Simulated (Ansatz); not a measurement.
Program: Ansatz. Geometries: PBE0-D4/def2-TZVP. ΔE: electronic, gas phase. CBS: MP2 limit from def2 TZ/QZ plus the TZ coupled-cluster correction, frozen cores. Functionals use def2-TZVPP. B3LYP here is the variant with VWN-RPA as its local correlation; programs differ in this. HSE06 is defined as in plane-wave codes. Elements past krypton have def2 core potentials. For Sb outer-core shells are correlated without core-valence functions, which leaves a few kJ/mol of doubt a bond. Each species was taken in one conformer, which may not be the lowest.

Reaction (formal exchange of groups at a C–O bond): `COCN[SiH3]` + `C[CH2][SbH2]` → `C[CH](C)[SbH2]` + `OCN[SiH3]`

`COCN[SiH3]`:

Cartesian coordinates in Å:
```
C -1.398 1.146 -0.879
O -1.053 -0.209 -0.967
C 0.339 -0.431 -1.005
N 1.049 -0.094 0.190
Si 0.783 -0.913 1.687
H -2.485 1.210 -0.932
H -1.068 1.595 0.066
H -0.968 1.724 -1.711
H 0.777 0.122 -1.848
H 0.438 -1.502 -1.198
H 1.397 0.851 0.218
H 0.760 -2.370 1.398
H -0.484 -0.562 2.390
H 1.912 -0.566 2.589
```

`C[CH2][SbH2]`:

Cartesian coordinates in Å:
```
C 0.013 -0.940 -0.609
C 0.609 -0.163 0.549
Sb -0.265 1.791 0.900
H 0.502 -1.914 -0.726
H 0.123 -0.398 -1.551
H -1.054 -1.120 -0.460
H 1.678 0.013 0.404
H 0.505 -0.707 1.491
H -1.872 1.218 0.760
H -0.238 2.221 -0.758
```

`C[CH](C)[SbH2]`:

Z-matrix (Å, degrees):
```
C
C 1 1.520
H 1 1.096 2 110.5
H 1 1.094 2 111.3 3 118.9
H 1 1.093 2 112.4 3 -120.2
C 2 1.517 1 112.0 3 -57.4
Sb 2 2.184 1 109.2 3 176.6
H 2 1.095 1 109.1 3 63.9
H 6 1.092 2 112.1 1 177.9
H 6 1.094 2 111.1 1 -61.6
H 6 1.097 2 110.5 1 57.5
H 7 1.712 2 94.3 1 167.8
H 7 1.713 2 93.1 1 76.3
```

`OCN[SiH3]`:

Z-matrix (Å, degrees):
```
C
N 1 1.432
O 1 1.405 2 112.6
H 1 1.100 2 107.8 3 123.0
H 1 1.095 2 112.6 3 -118.2
Si 2 1.720 1 124.6 3 -131.5
H 2 1.009 1 113.6 3 66.4
H 3 0.962 1 107.2 2 51.8
H 6 1.492 2 115.2 1 -74.4
H 6 1.487 2 108.0 1 45.4
H 6 1.485 2 107.6 1 165.3
```

Task: Is it downhill or uphill in electronic energy at CCSD(T)/CBS, and by how much? (Estimate.)

Result: Ansatz gave: Downhill: ΔE = -42.7 kJ/mol.

Task: What do these levels give: revPBE-D4, r2SCAN-D4, B97M-V, B3LYP-D4, revPBE, r2SCAN, r2SCANh, HSE06, LC-ωPBE, MP2/def2-TZVPP, HF/CBS(def2), CCSD/CBS(def2)? (An estimate is asked.)

Result: Computed: revPBE-D4 -37.1, r2SCAN-D4 -36.1, B97M-V -35.2, B3LYP-D4 -33.0, revPBE -35.1, r2SCAN -36.0, r2SCANh -36.8, HSE06 -38.0, LC-ωPBE -37.6, MP2/def2-TZVPP -45.8, HF/CBS(def2) -28.1, CCSD/CBS(def2) -41.9 kJ/mol.

Largest T1 diagnostic among the species: 0.012.

At CCSD(T), def2-SVP lies +10.3 kJ/mol from the extrapolated value and def2-TZVPP +3.0 kJ/mol. Leaving LDA and LC-ωPBE aside and taking each functional with its dispersion term where it has one, the values, not all of them listed here, spread over 10.3 kJ/mol, from PBE-QIDH to BLYP-D4.
